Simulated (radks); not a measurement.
The numbers below are computed, except where a source is named.
Problem. The mean radii <r> (bohr) of the occupied orbitals of an atom or ion are listed with their occupations. Level of theory: scalar-relativistic Kohn-Sham, PBE, spin-polarised, spherical densities, finite nucleus; Fermi nuclear charge, rms radius of each element as measured or else 0.836 A^(1/3) + 0.57 fm (a radial shooting solver on a logarithmic mesh with Libxc functionals).

| orbital | occ. | <r> |
|---|---|---|
| 1s | 2 | 0.04550 |
| 2s | 2 | 0.2027 |
| 2p | 6 | 0.1772 |
| 3s | 2 | 0.5980 |
| 3p | 6 | 0.6166 |
| 3d | 10 | 0.6721 |
| 4s | 2 | 1.743 |

Name the element and its charge. Open shells, if any, are filled with parallel spins first.

Solution. Z = 33, arsenic, charge +3: As3+ in [Ar] 3d10 4s2. The 1s radius gives Z: for a bare nucleus <r> = (2 gamma + 1)/(2Z) with gamma = sqrt(1 - (Z/c)^2), 0.04456 bohr for Z = 33, and screening makes it slightly larger (0.04550 here). The occupations add up to 30, and the charge is Z minus that.
